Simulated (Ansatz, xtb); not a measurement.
# Two isomers of C7H5NO

Structure I: `C#Cc1coc(C=C)n1`, a singlet. Structure II: `C#Cc1ocnc1C=C`, a singlet. Both are isolated molecules in the gas phase, relaxed with B3LYP/def2-SVP; each stands in its lowest conformer found.

Quicker runs give these differences E(II) − E(I): GFN2-xTB −0.27 kcal/mol; HF/STO-3G +0.86 kcal/mol (at GFN2-xTB geometries); r2SCAN-D4/def2-SVP −1.00 kcal/mol (at GFN2-xTB geometries).

Estimate which is lower in electronic energy at CCSD(T)/def2-SVP + ΔMP2/def2-TZVPP, and by roughly how much.

CCSD(T)/def2-SVP + ΔMP2/def2-TZVPP gives E(II) − E(I) = −0.34 kcal/mol, slightly favouring structure II, which is too small a margin to settle the true order.

Level by level:

```csv
level,geometry,E(II) − E(I) (kcal/mol),departure from the last row (kcal/mol),"job, with rough time for the two"
GFN2-xTB,GFN2-xTB,−0.27,+0.07,"optimisation, 0.23 s"
HF/STO-3G,GFN2-xTB,+0.86,+1.21,"single point, 0.76 s"
r2SCAN-D4/def2-SVP,GFN2-xTB,−1.00,−0.65,"single point, 9.6 s"
B3LYP/def2-SVP,B3LYP/def2-SVP,−0.46,−0.12,"optimisation, 89 s"
HF/def2-SVP,B3LYP/def2-SVP,+0.82,+1.16,part of the CCSD(T) run
MP2/def2-SVP,B3LYP/def2-SVP,−0.74,−0.39,part of the CCSD(T) run
CCSD(T)/def2-SVP,B3LYP/def2-SVP,−0.39,−0.05,single point
CCSD(T)/def2-SVP + ΔMP2/def2-TZVPP,B3LYP/def2-SVP,−0.34,,"single point, 5 min"
```

As drawn, both hold the same kinds of bond in the same numbers.

The largest departure from CCSD(T)/def2-SVP + ΔMP2/def2-TZVPP is that of HF/STO-3G, 1.21 kcal/mol. The last row adds to CCSD(T) the change of the MP2 difference between the two basis sets, here +0.05 kcal/mol.

With thermal terms from frequencies at re-optimised GFN2-xTB minima (ideal gas, soft modes damped towards free rotors, one conformer each, 298.15 K, 1 atm): on the last row, ΔE + ΔZPE = −0.25, ΔH = −0.26, ΔG = −0.31 kcal/mol.

The correlated steps freeze 9 core orbitals. Codes used: Ansatz 0.2.0, xtb 6.7.1; the last row on 2 threads of Arm Neoverse V1 on a shared host.
